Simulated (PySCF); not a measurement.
**First hyperpolarisability: SMILES C1=CC=CC(Cl)=C1, C₆H₅Cl**

Cartesian coordinates in Å; atom numbers follow the order of the lines, from 1:
```xyz
12

Cl    3.521    0.300   -0.004
C     1.792    0.177   -0.002
C     1.020    1.338    0.013
C    -0.369    1.230    0.014
C    -0.980   -0.023    0.002
C    -0.196   -1.175   -0.012
C     1.194   -1.083   -0.014
H     1.511    2.312    0.022
H    -0.977    2.138    0.026
H    -2.070   -0.101    0.003
H    -0.668   -2.161   -0.022
H     1.820   -1.977   -0.026
```

Computed with quadratic response CAM-B3LYP/def2-TZVPD first hyperpolarisability, Taylor convention, gas phase in PySCF. Geometry: PBE0-D3(BJ)/def2-SVP.

Task: What is the first hyperpolarisability, and how does it disperse?

Result: In au, Taylor convention; the vector part is βᵢ = ⅓ Σⱼ (βᵢⱼⱼ + βⱼᵢⱼ + βⱼⱼᵢ); β∥ is 3/5 of the vector part along the dipole, the dipole points from − to +:
```
                   process  λ (nm)  β vector norm     β∥  β HRS  depolarisation ratio
           static β(0;0,0)       ∞          115.0  -69.0   46.7                  5.35
second harmonic β(−2ω;ω,ω)    1907          123.4  -74.0   50.0                  5.44
         Pockels β(−ω;ω,0)    1907          117.7  -70.6      –                     –
second harmonic β(−2ω;ω,ω)    1064          145.5  -87.3   58.5                  5.67
         Pockels β(−ω;ω,0)    1064          124.0  -74.4      –                     –
```

Task: Which lowest excitations, dipole and polarisabilities go with it?

Result: S1 5.29 eV (f = 0.002); S2 5.89 eV (f = 0.075); S3 6.37 eV (f = 0.001); dipole 1.74 D; isotropic α 83.7 au static, 84.0 au at 1907 nm, 84.7 au at 1064 nm, 85.0 au at 953.5 nm, 88.1 au at 532 nm.
